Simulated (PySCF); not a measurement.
PySCF was given this input:
```python
from pyscf import gto, scf, dft, tdscf

mol = gto.Mole()
mol.atom = '''
    B    -0.46052258   -0.51399257    0.39504089
    F     0.46286313   -1.21353899    1.01574194
    H    -1.58293574   -0.79676117    0.56581007
    S     0.05461388    0.81747405   -0.66460220
    H    -1.15404162    1.20899012   -1.04905674
'''
mol.basis = 'cc-pvdz'
mol.verbose = 4
mol.build()

mf = dft.RKS(mol)
mf.xc = 'camb3lyp'
mf.kernel()
td = mf.TDDFT()
td.nstates = 5
td.kernel()
td.analyze()
```

Q: What does this run give for the HOMO energy, number of basis functions, lowest excitation energy found, total energy?

A: 
```json
{
  "HOMO energy": "-9.51 eV",
  "number_of_basis_functions": "56",
  "lowest_excitation_energy_found": "6.92 eV",
  "total_energy": "-524.1335 Eh"
}
```
